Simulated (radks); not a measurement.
All-electron atom: P in [Ne] 3s2 3p3.

Calculated with a radial shooting solver on a logarithmic mesh with Libxc functionals: scalar-relativistic Kohn-Sham, r2SCAN, spin-polarised, spherical densities, finite nucleus; open shells are filled with parallel spins first; meta-GGA in the generalised Kohn-Sham scheme; Fermi nuclear charge, rms radius 3.1889 fm.

Energy parts (hartree):
total: -342.10912
kinetic: 343.20562
electron-nucleus: -815.94979
Hartree: 153.86917
exchange-correlation: -23.23413

Orbitals (lengths in bohr, moments of r in powers of bohr; r(max) is where P^2 peaks; r(90%) holds 90 % of the orbital's charge):
orbital  occ.  eigenvalue (hartree)  r(90%)   r(max)    <r^2>
1s up       1             -77.03053   0.185  0.06766  0.01445
1s down     1             -77.01498   0.185  0.06766  0.01445
2s up       1              -6.54051   0.812   0.4179   0.3192
2s down     1              -6.53090   0.812   0.4184   0.3192
2p up       3              -4.65217   0.809   0.3544   0.2945
2p down     3              -4.63368   0.809   0.3550   0.2942
3s up       1              -0.57634    2.89    1.584    4.210
3s down     1              -0.44200    2.94    1.571    4.317
3p up       3              -0.24565    3.62    1.829    6.330
3p down     0              -0.11928    3.75    1.844    6.733

The highest occupied level is 3p up at -6.684 eV. Summed over all electrons, <r^2> = 29.95 bohr^2, which gives a Langevin (diamagnetic) susceptibility term of -23.7 x 10^-6 cm^3/mol. The electron density at the nucleus is 2390 e/bohr^3 (large components only).
